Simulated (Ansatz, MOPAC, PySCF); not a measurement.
Dimer: SiH4 (SMILES [SiH4]) (first 5 atoms) with Si2H6 (SMILES [SiH3][SiH3]); geometry from B3LYP-D3(BJ)/def2-TZVP, rigid monomers moved along the line of their centres of mass till Si1···H11 is 4.29 Å.
(charge 0, multiplicity 1):
```xyz
13

Si    -0.096     0.111    -0.159
H     -0.208    -1.148     0.611
H     -1.448     0.594    -0.516
H      0.686    -0.135    -1.392
H      0.592     1.129     0.665
Si     0.955    -0.941     5.070
Si    -0.732     0.688     5.048
H      0.367    -2.290     4.889
H      1.664    -0.904     6.373
H      1.941    -0.701     3.990
H     -1.577     0.563     3.836
H     -0.139     2.047     5.072
H     -1.601     0.528     6.240
```

Interaction energies are E(AB) − E(A) − E(B) at the monomers' geometry in the complex; basis-set methods are counterpoise corrected. Rows marked so take none.

Cores are frozen in the correlated methods. Rows in 3-21G, 6-31G* carry no dispersion term and start afresh at each structure (6-31G* with six Cartesian d functions). The state that AM1, PM3, PM7 reach isn't checked; PM7 holds dispersion and hydrogen-bond terms.

The values were computed with Ansatz (a quantum-chemistry and plane-wave program); MOPAC for AM1, PM3, PM7 (differences of heats of formation); PySCF for 3-21G rows, 6-31G* rows, the dispersion terms. Values without a source in brackets are computed.

Other levels give for the interaction energy: PBE/def2-TZVPPD -0.23; B3LYP/def2-TZVPPD 0.17; B3LYP-D3(BJ)/def2-TZVPPD -0.63; wB97M-V/def2-TZVPPD -0.54; CCSD(T)/aug-cc-pV(D+d)Z -0.54 kcal/mol.

**Question.** What do these common cheap choices give for the same quantity: AM1, PM3, PM7, HF/3-21G (no counterpoise), HF/6-31G*, HF/6-31G* (no counterpoise), BP86/6-31G* (no counterpoise), M06-2X/6-31G* (no counterpoise)?

**Answer.** AM1 -0.01; PM3 0.05; PM7 -0.35; HF/3-21G (no counterpoise) -0.26; HF/6-31G* 0.00; HF/6-31G* (no counterpoise) -0.14; BP86/6-31G* (no counterpoise) 0.22; M06-2X/6-31G* (no counterpoise) -0.55 kcal/mol. They span -0.55 to 0.22 kcal/mol.
